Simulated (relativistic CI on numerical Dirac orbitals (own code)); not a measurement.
## Sr35+: what numerical and physical settings do to a radial Dirac CI calculation

Reference input:

```
atom Sr  Z=38  charge=35  electrons=3
nucleus A=88  rms_radius_fm=4.2240
hamiltonian dirac-coulomb  breit=on  qed=on  c_scale=1
orbitals kli  potential=per-configuration
slater_scale 1
correlation none
mixing on
grid step=0.0125 r_max=3.4
scf mixing=0.4 start=green max_iterations=150 tolerance=2e-08 node_fill=0.05
configurations
  [He] 2s
  [He] 2p
  [He] 3s
  [He] 3p
  [He] 3d
end
```

Computed lowest total energy -1616.28148 Ha, first excitation 614880.1 cm⁻¹, 35 SCF steps. Runs with settings changed; * marks those that are bad on purpose:

```tsv
Changed	Outcome	Lowest level	ΔE (Ha)	First excitation (cm⁻¹)	SCF steps	Message
Breit term off	converged	2s ²S1/2	-0.797	600124.6	35	
grid step 0.008	converged	2s ²S1/2	-2.64e-05	614880.2	35	
node fill of the KLI weights 0.2	converged	2s ²S1/2	-0.000646	614996.7	34	
QED terms off	converged	2s ²S1/2	-1.06	630359.6	35	
end of the grid at 0.51 bohr *	not converged				7	orbital 2s not found
SCF tolerance 0.3 *	converged	2s ²S1/2	-0.000289	614835.9	15
```
